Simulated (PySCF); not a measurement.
# SiF₃⁺: from structure and modes to constants

These are results of PySCF, PBE0, basis Si def2-TZVP, F def2-TZVP (no relativity, density fitting), not measurements.

The singlet minimum has D3h symmetry. Masses (u): Si 27.97693, F 18.99840.

```xyz
4
charge 1 multiplicity 1, angstrom
Si    0.0000    0.0000    0.0000
F    -0.0001    0.0000    1.5173
F     1.3140    0.0000   -0.7586
F    -1.3140    0.0000   -0.7587
```

Harmonic wavenumbers (cm⁻¹): 306.9 (e', ×2), 346.2 (a2'', ×1), 864.3 (a1', ×1), 1205.6 (e', ×2).

(1) Find the principal moments of inertia and the rotational constants. What kind of rotor is it?

(2) What is the harmonic zero-point energy?

Results:

(1) About the centre of mass I = 65.606, 65.606, 131.21 u Å². With B = 16.8576/I this gives 0.257, 0.257, 0.1285 cm⁻¹. The molecule is an oblate symmetric top.

(2) Half the sum of all 6 wavenumbers, 4235/2 = 2118 cm⁻¹, which is 25.3 kJ/mol (1 cm⁻¹ = 0.0119627 kJ/mol).

Only a few start shapes were tried, so a lower isomer may exist.
